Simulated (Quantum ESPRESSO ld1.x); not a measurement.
Results of a calculation; reference values are marked as such.
Problem. Species: In10+. Configuration: [Kr] 4d3. Level of theory: scalar-relativistic Kohn-Sham, LDA (Slater exchange, Perdew-Zunger correlation), spin-polarised, spherical densities, point nucleus; open shells are filled with parallel spins first (ld1.x of Quantum ESPRESSO 7.5). Some entries of the table are withheld. Estimate them.

orbital,occ.,eigenvalue (eV),<r^2> (bohr^2)
1s up,1,-27921.420,0.001197
1s down,1,-27921.394,0.001197
2s up,1,-4353.719,0.01950
2s down,1,-4352.689,0.01950
2p up,3,-3930.677,0.01537
2p down,3,-3929.856,0.01537
3s up,1,-983.821,0.1388
3s down,1,-983.106,0.1387
3p up,3,-845.347,0.1394
3p down,3,-844.574,0.1392
3d up,5,-630.517,0.1238
3d down,5,-629.506,0.1236
4s up,1,-302.219,0.7321
4s down,1,-298.680,0.7317
4p up,3,-257.947,0.8223
4p down,3,-254.394,0.8230
4d up,3,-191.063,(1)
4d down,0,-187.579,(2)

Solution. 
(1) 4d up <r^2> (bohr^2): 1.014
(2) 4d down <r^2> (bohr^2): 1.020
